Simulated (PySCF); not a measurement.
Compound: (MeSi)4S6 adamantane, C₄H₁₂S₆Si₄.
Bonds: Si1–C2, Si1–S3, Si1–S9, Si1–S13, S3–Si4, Si4–C5, Si4–S6, Si4–S14, S6–Si7, Si7–C8, Si7–S9, Si7–S10, S10–Si11, Si11–C12, Si11–S13, Si11–S14. Hydrogens: H15, H16, H17 on C2; H18, H19, H20 on C5; H21, H22, H23 on C8; H24, H25, H26 on C12.

NICS is the negative of the GIAO shielding at a point without a nucleus: at the ring centre (0) and 1 Å above and below it (1); zz is the component along the ring normal. Level: GIAO PBE0/pcSseg-1 (PySCF, non-relativistic, gas phase) on the PBE0-D3(BJ)/def2-SVP geometry, one conformer.

Ring bond lengths (Å), with Mayer bond orders in brackets: Si1–S3 2.146 (0.99), S3–Si4 2.147 (0.99), Si4–S6 2.147 (0.99), S6–Si7 2.148 (0.98), Si7–S9 2.148 (0.99), S9–Si1 2.147 (0.99); Si1–S3 2.146 (0.99), S3–Si4 2.147 (0.99), Si4–S14 2.146 (0.99), S14–Si11 2.148 (0.99), Si11–S13 2.147 (0.99), S13–Si1 2.147 (0.99); Si1–S9 2.147 (0.99), S9–Si7 2.148 (0.99), Si7–S10 2.148 (0.99), S10–Si11 2.148 (0.99), Si11–S13 2.147 (0.99), S13–Si1 2.147 (0.99).

Question: What do the NICS probes read (ppm)?

Answer: 
| ring | type | NICS(0) | NICS(1), two faces | NICS(1)zz, two faces | rms pucker (Å) | centre to ring atoms, mean (Å) |
| --- | --- | --- | --- | --- | --- | --- |
| Si1–S3–Si4–S6–Si7–S9 | 6-membered ring with 3 S and 3 Si | -3.8 | -3.5 / -2.6 | -2.7 / 3.6 | 0.38 | 2.04 |
| Si1–S3–Si4–S14–Si11–S13 | 6-membered ring with 3 S and 3 Si | -3.8 | -2.6 / -3.5 | 3.6 / -2.7 | 0.38 | 2.04 |
| Si1–S9–Si7–S10–Si11–S13 | 6-membered ring with 3 S and 3 Si | -3.8 | -3.5 / -2.6 | -2.7 / 3.5 | 0.38 | 2.04 |

Question: What do they say, and how far can they be read as aromaticity?

Answer: 
- Si1–S3–Si4–S6–Si7–S9: mean NICS(1)zz 0.5 ppm, near zero. Si1, Si4, Si7 have four or more neighbours; no verdict on aromaticity is drawn. The two faces differ by 6.3 ppm, so no symmetry operation interchanges them.
- Si1–S3–Si4–S14–Si11–S13: mean NICS(1)zz 0.5 ppm, near zero. Si1, Si4, Si11 have four or more neighbours, and the NICS criterion for π rings isn't applied. The two faces differ by 6.3 ppm, so no symmetry operation interchanges them.
- Si1–S9–Si7–S10–Si11–S13: mean NICS(1)zz 0.4 ppm, near zero. Si1, Si7, Si11 have four or more neighbours; no verdict on aromaticity is drawn. The two faces differ by 6.2 ppm, so no symmetry operation interchanges them.

Question: What is the mean of the two in-plane components of NICS at the second NICS(1) probe listed for ring Si1–S3–Si4–S6–Si7–S9, 1 Å off the ring?

Answer: The isotropic value is a third of the trace: (3 × -2.6 − (3.6))/2 = -5.7 ppm.

Question: How do the values depend on the level or the medium?

Answer: 
```
                level  NICS(0), Si1–S3–Si4–S6–Si7–S9  mean NICS(1)zz, Si1–S3–Si4–S6–Si7–S9  NICS(0), Si1–S3–Si4–S14–Si11–S13  mean NICS(1)zz, Si1–S3–Si4–S14–Si11–S13  NICS(0), Si1–S9–Si7–S10–Si11–S13  mean NICS(1)zz, Si1–S9–Si7–S10–Si11–S13
   PBE0/pcSseg-1, gas                           -3.8                                   0.5                              -3.8                                      0.5                              -3.8                                      0.4
wB97X-D/pcSseg-1, gas                           -3.8                                   0.6                              -3.7                                      0.6                              -3.8                                      0.5
```

The geometry is the same throughout.
